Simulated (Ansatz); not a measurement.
Reaction (ligand exchange at a B–N bond): `FBN[SiH3]` + `O[SiH3]` → `FBO[SiH3]` + `N[SiH3]`

Program: Ansatz. Geometries: PBE0-D4/def2-TZVP. ΔE: electronic, gas phase. CCSD(T)/CBS adds triple-zeta CCSD(T) − MP2 to the extrapolated MP2 energy (def2 sets, frozen cores). This one scheme is used for every species. Functionals use def2-TZVPP. One conformer a species, not always the lowest.

```tsv
level	ΔE (kJ/mol)	difference from CCSD(T)/CBS
B97M-V	-20.7	-3.7
PBE0-D4	-15.4	1.6
r2SCANh-D4	-17.6	-0.6
CAM-B3LYP-D4	-20.0	-3.0
revPBE	-15.3	1.7
RPA@PBE/def2-TZVPP	-16.9	0.1
CCSD/def2-SVP	-21.3	-4.3
CCSD(T)/def2-SVP	-20.7	-3.7
SCS-MP2/def2-TZVPP	-18.5	-1.5
HF/def2-QZVPP	-27.7	-10.7
CCSD(T)/CBS	-17.0	0
```

(1) What do rigid-rotor, harmonic-oscillator terms from PBE0-D4/def2-TZVP frequencies (298.15 K, 1 bar) make of the CCSD(T)/CBS value? (An estimate is asked.)

Largest T1 diagnostic among the species: 0.013.

## Answers

(1) The calculation gave: ΔZPE = -1.3 kJ/mol, ΔH = -17.3 kJ/mol, ΔS = 6 J/(mol·K), ΔG = -19.0 kJ/mol.

Leaving LDA and LC-ωPBE aside and taking each functional with its dispersion term where it has one, the values, not all of them listed here, spread over 8.6 kJ/mol, from BHLYP-D4 to revPBE-D4. In def2-TZVPP, CCSD(T) changes the Hartree–Fock value by +9.2 kJ/mol (the triples alone add +1.2 kJ/mol) and MP2 by +9.8 kJ/mol.
